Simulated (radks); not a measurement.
Radial electron density D(r) = 4 pi r^2 rho(r) of an atom or ion with 55 electrons. All-electron calculation, scalar-relativistic Kohn-Sham, BLYP, spin-polarised, spherical densities, finite nucleus; Fermi nuclear charge, rms radius of each element as measured or else 0.836 A^(1/3) + 0.57 fm. Program: a radial shooting solver on a logarithmic mesh with Libxc functionals.

```
   r/bohr * D(r) (the largest magnitude, 108, reaches the edge; | marks zero)
 0.002422 |      *
 0.003179 |          *
 0.004207 |               *
 0.005521 |                     *
 0.007247 |                            *
 0.009513 |                                   *
  0.01259 |                                        *
  0.01652 |                                         *
  0.02169 |                                       *
  0.02846 |                                    *
  0.03766 |                                      *
  0.04943 |                                              *
  0.06489 |                                                      *
  0.08517 |                                                   *
   0.1127 |                                          *
   0.1479 |                                          *
   0.1942 |                                                *
   0.2548 |                                      *
   0.3372 |                     *
   0.4426 |                   *
   0.5809 |                     *
   0.7625 |             *
    1.009 |      *
    1.324 |   *
    1.738 | *
    2.282 *
    3.019 *
    3.963 *
```

What is the nuclear charge?

Answer. Z = 62. The innermost maximum, from 1s, lies near gamma/Z bohr with gamma = sqrt(1 - (Z/c)^2) = 0.892, here 0.0144 bohr (found: 0.0157), and its height grows with Z. The density is that of the samarium ion Sm7+ in [Kr] 4d10 4f4 5s2 5p3; the configuration itself is not fixed sharply by these data, and Z only to a few units. D(r) has 4 maxima, at r = 0.0157, 0.0703, 0.196, 0.541 bohr, and minima at 0.0303, 0.129, 0.389 bohr, inside which lie 1.95, 11.16, 29.15 electrons.
